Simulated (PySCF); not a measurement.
C₃H₉NSi₂, SMILES C1(=C[SiH2]N[SiH2]1)C. Geometry optimised at B3LYP-D3(BJ)/def2-SVP. The structure was generated by enumeration, and PubChem lists no compound with its InChIKey, so it may never have been made.

Q: Give the equilibrium geometry at B3LYP-D3(BJ)/def2-SVP (PySCF confirms it by a frequency run) as bond lengths and angles, and its point group. (An estimate is asked for; the answer gives what the named calculation found.)

A: point group Cs.
Atoms: C1 C2 C3 Si4 N5 Si6 H7 H8 H9 H10 H11 H12 H13 H14 H15. Bond lengths (Å): C1–C2 1.504, C1–H7 1.102, C1–H8 1.104, C1–H9 1.104, C2–C3 1.352, C2–Si6 1.893, C3–Si4 1.876, C3–H10 1.099, Si4–N5 1.748, Si4–H11 1.496, Si4–H12 1.496, N5–Si6 1.743, N5–H13 1.014, Si6–H14 1.497, Si6–H15 1.497. Angles (°): C2–C1–H7 112.0, C2–C1–H8 111.0, C2–C1–H9 111.0, H7–C1–H8 108.2, H7–C1–H9 108.2, H8–C1–H9 106.2, C1–C2–C3 124.4, C1–C2–Si6 122.4, C3–C2–Si6 113.2, C2–C3–Si4 116.1, C2–C3–H10 120.0, Si4–C3–H10 123.9, C3–Si4–N5 98.0, C3–Si4–H11 112.9, C3–Si4–H12 112.9, N5–Si4–H11 113.5, N5–Si4–H12 113.5, H11–Si4–H12 106.2, Si4–N5–Si6 113.8, Si4–N5–H13 123.1, Si6–N5–H13 123.1, C2–Si6–N5 98.9, C2–Si6–H14 111.9, C2–Si6–H15 111.9, N5–Si6–H14 114.0, N5–Si6–H15 114.0, H14–Si6–H15 106.3.
